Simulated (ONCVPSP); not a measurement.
Scattering properties, ONCV potential for Ar

* Element: Ar
* Generator: ONCVPSP 4.0.1
* Type: optimised norm-conserving Vanderbilt (ONCV)
* Functional: PBE
* Relativity: scalar-relativistic
* Frozen core: [He]
* Valence charge: 16
* Reference configuration: 2s2 2p6 3s2 3p6
* Partial waves: 2s+3s: rc 0.65 bohr, ncon 5, nbas 8, qcut 20.7 1/bohr, 2 projectors; 2p+3p: rc 0.60 bohr, ncon 5, nbas 8, qcut 24.4 1/bohr, 2 projectors; d scattering state at 0.46 Ha: rc 0.65 bohr, ncon 3, nbas 6, qcut 17.6 1/bohr, 2 projectors, debl 2 Ha
* Local potential: polynomial inside 0.55 bohr (lpopt 5, dvloc0 0 Ha)
* Core correction: polynomial model core, fcfact 0.25

The phase is arctan(r·R′/R) of the radial function R(r), unwrapped; energies in Ha, scanned from -12 to 5 Ha. A pole is an energy at which the radial function vanishes at the test radius. The pseudo phase is shifted by a multiple of π to meet the all-electron one at the reference energy, and phase errors are pseudo minus all-electron; the curves can meet again beyond the range given. Levels narrower than the energy grid can be missing from the lists of poles.

| channel | radius (bohr) | reference energy (Ha) | poles, all-electron | poles, pseudo | unbroken range about the reference energy with phases within 0.05 rad | phase error 1 Ha above the reference energy (rad) |
| --- | --- | --- | --- | --- | --- | --- |
| s | 0.66 | -0.89 | -7.80 | -7.80 | the whole range | -0.000 |
| p | 0.61 | -0.38 | -5.25 | -5.25 | the whole range | +0.000 |
| d | 0.66 | 0.46 | none | none | the whole range | -0.000 |

Phases in the p channel:

| E (Ha) | all-electron | pseudo |
| --- | --- | --- |
| -11.96 | -0.064 | -0.064 |
| -11.08 | -0.445 | -0.445 |
| -10.20 | -0.789 | -0.789 |
| -9.32 | -1.046 | -1.046 |
| -8.44 | -1.228 | -1.228 |
| -7.56 | -1.357 | -1.357 |
| -6.68 | -1.454 | -1.454 |
| -5.80 | -1.530 | -1.530 |
| -4.92 | -1.593 | -1.593 |
| -4.04 | -1.647 | -1.647 |
| -3.16 | -1.695 | -1.695 |
| -2.28 | -1.740 | -1.740 |
| -1.40 | -1.784 | -1.784 |
| -0.52 | -1.828 | -1.828 |
| 0.36 | -1.873 | -1.873 |
| 1.24 | -1.921 | -1.921 |
| 2.12 | -1.974 | -1.974 |
| 3.00 | -2.034 | -2.034 |
| 3.88 | -2.103 | -2.103 |
| 4.76 | -2.185 | -2.184 |
